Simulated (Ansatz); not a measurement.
`[NH2][In]([Cl])[Cl]` and `[SH][In]([Cl])[Cl]` differ in one atom or group.

Ansatz, PBE0-D4/def2-TZVP geometries, multiplicity 1. Each molecule was computed in one conformer, which needn't be the lowest.

Elements past krypton have def2 core potentials.

| property | `[NH2][In]([Cl])[Cl]` |
| --- | --- |
| size of the dipole moment (PBE/def2-TZVPP) / D | 2.92 |
| size of the dipole moment (ωB97M-V/def2-TZVPP) / D | 2.88 |
| HOMO energy (ωB97M-V/def2-TZVPP) / eV | -10.42 |
| LUMO energy (PBE/def2-TZVPP) / eV | -2.95 |
| HOMO–LUMO gap (PBE/def2-TZVPP) / eV | 3.76 |
| HOMO energy (PBE/def2-TZVPP) / eV | -6.71 |

Q: Give the same properties after the change, and the shifts. (An estimate is asked.)

A: Computed: 
| property | `[SH][In]([Cl])[Cl]` | shift |
| --- | --- | --- |
| size of the dipole moment (PBE/def2-TZVPP) / D | 1.70 | -1.22 |
| size of the dipole moment (ωB97M-V/def2-TZVPP) / D | 1.67 | -1.21 |
| HOMO energy (ωB97M-V/def2-TZVPP) / eV | -10.48 | -0.06 |
| LUMO energy (PBE/def2-TZVPP) / eV | -3.32 | -0.37 |
| HOMO–LUMO gap (PBE/def2-TZVPP) / eV | 3.73 | -0.03 |
| HOMO energy (PBE/def2-TZVPP) / eV | -7.06 | -0.35 |

With PBE0 the HOMO falls by 0.21 eV and the LUMO falls by 0.40 eV, so the gap narrows by about 0.19 eV. PBE moves the HOMO by -0.35 eV and ωB97M-V by -0.06 eV. The zero-point energy changes by -41.7 kJ/mol with -3 modes. Dipoles are sizes alone; their direction can turn.
